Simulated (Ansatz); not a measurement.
Clusters of 9 atoms, halide: r2SCAN-D4/def2-TZVP single points in Ansatz on relaxed structures, gas phase. Each cluster is the lowest isomer that a short search found in that spin, judged at the geometry's level, and lower ones may exist. Core potentials for Ag, Pb, Rb, no spin–orbit coupling. HOMO and LUMO are taken over both spins. Binding counts from free atoms in the multiplicity of their measured ground term, without zero-point energy. A dash marks a value that wasn't run or was left out as unsound. The structures are stationary points that may keep the symmetry of their start.

| species | atoms | state | geometry | HOMO (eV) | LUMO (eV) | gap (eV) | binding per atom (eV) | point group (within 0.1 Å) |
| --- | --- | --- | --- | --- | --- | --- | --- | --- |
| Cu5H4 | 9 | doublet | B3LYP-D4/def2-SVP | -4.44 | -3.73 | 0.72 | 2.30 | C4v |
| Ge3F6 | 9 | singlet | PBE-D4/def2-SVP | -7.51 | -2.16 | 5.36 | 3.95 | – |
| Pb3F6 | 9 | singlet | B3LYP-D4/def2-SVP | -7.59 | -1.70 | 5.89 | 3.73 | D3h |
| Rb5H4 | 9 | doublet | B3LYP-D4/def2-SVP | -1.90 | -1.23 | 0.68 | 1.32 | – |
| Ag5H4⁺ | 9 | singlet | PBE-D4/def2-SVP | -10.25 | -8.06 | 2.19 | – | Cs |

Problem. Estimate the rows for Li5H4⁺ (singlet, PBE0-D4/def2-TZVP geometry); Na5F4 (doublet, PBE0-D4/def2-SVP geometry).

Solution. 
| species | atoms | state | geometry | HOMO (eV) | LUMO (eV) | gap (eV) | binding per atom (eV) | point group (within 0.1 Å) |
| --- | --- | --- | --- | --- | --- | --- | --- | --- |
| Li5H4⁺ | 9 | singlet | PBE0-D4/def2-TZVP | -9.16 | -4.25 | 4.92 | – | C4v |
| Na5F4 | 9 | doublet | PBE0-D4/def2-SVP | -1.87 | -1.43 | 0.44 | – | C4v |

The gap (eV) runs from 0.44 (Na5F4) to 5.89 (Pb3F6).
